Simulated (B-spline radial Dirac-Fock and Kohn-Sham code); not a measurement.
Method: relaxed Dirac-Fock hole states (ΔSCF) with Breit and QED corrections and a finite nucleus. Computed with an atomic code on a B-spline grid. The model has no electron correlation.

Question: An atom or ion in its tabulated ground configuration has these computed binding energies (the last is its least bound level). Which is it?

| level | binding energy (eV) |
| --- | --- |
| 2s | 4217.7 |
| 2p3/2 | 3731.4 |
| 3p3/2 | 807.3 |
| 3d5/2 | 591.4 |
| 4s | 285.5 |
| 4p3/2 | 234.7 |
| 4d | 170.8 |

Answer: Cd⁹⁺: Z = 48 with 39 electrons, [Kr] 4d3.

Question: An atom or ion in its tabulated ground configuration has these computed binding energies (the last is its least bound level). Which is it?

| level | binding energy (eV) |
| --- | --- |
| K | 36831.5 |
| L1 | 7624.9 |
| L2 | 7295.8 |
| M1 | 2923.3 |
| M2,3 | 2751.2 |

Answer: Xe³⁸⁺: Z = 54 with 16 electrons, [Ne] 3s2 3p4. The hydrogen-like estimate √(E/Ry) = 52.0 for the K level lies 2.0 below Z (screening lowers it, relativity raises it); the outermost level, at 2751.2 eV, fixes the charge.

Question: An atom or ion in its tabulated ground configuration has these computed binding energies (the last is its least bound level). Which is it?

| level | binding energy (eV) |
| --- | --- |
| 1s | 56832.4 |
| 2s | 12001.0 |
| 2p1/2 | 11555.7 |
| 3s | 4573.8 |
| 3p1/2 | 4390.9 |
| 3p3/2 | 4191.7 |
| 3d | 3943.6 |

Answer: Dy⁴⁷⁺: Z = 66 with 19 electrons, [Ar] 3d1. The hydrogen-like estimate √(E/Ry) = 64.6 for the K level lies 1.4 below Z (screening lowers it, relativity raises it); the outermost level, at 3943.6 eV, fixes the charge.
